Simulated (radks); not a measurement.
Effect of the nuclear size on the gallium ion Ga3+, [Ar] 3d10. All-electron calculation, Dirac Kohn-Sham, LDA (Slater exchange, Perdew-Wang correlation), spin-unpolarised, spherical densities, finite nucleus; Fermi nuclear charge, rms radius 3.9973 fm. Program: a radial shooting solver on a logarithmic mesh with Libxc functionals. The rms radius is varied about that value; shifts are against it.

| rms radius (fm) | total energy shift (eV) | density at nucleus (e/bohr^3) | 1s1/2 shift (meV) | 2s1/2 shift (meV) | 3s1/2 shift (meV) | 4s1/2 (empty) shift (meV) |
|---|---|---|---|---|---|---|
| 3.2178 | -0.0990 | 2.844e+04 | -42.2 | -4.08 | -0.624 | -0.073 |
| 3.6535 | -0.0461 | 2.823e+04 | -19.7 | -1.90 | -0.291 | -0.034 |
| 3.9973 | 0 | 2.808e+04 | 0.000 | 0.000 | 0.000 | 0.000 |
| 4.2092 | 0.0304 | 2.799e+04 | 12.9 | 1.25 | 0.192 | 0.022 |
| 4.7448 | 0.114 | 2.779e+04 | 48.4 | 4.69 | 0.717 | 0.083 |

Slopes of the eigenvalues against <r^2> in GHz/fm^2, as finite differences over the two radii next to the reference (eigenvalue slopes, not the field-shift constants of lines): 1s1/2 1800, 2s1/2 175, 3s1/2 26.7, 4s1/2 (empty) 3.11.
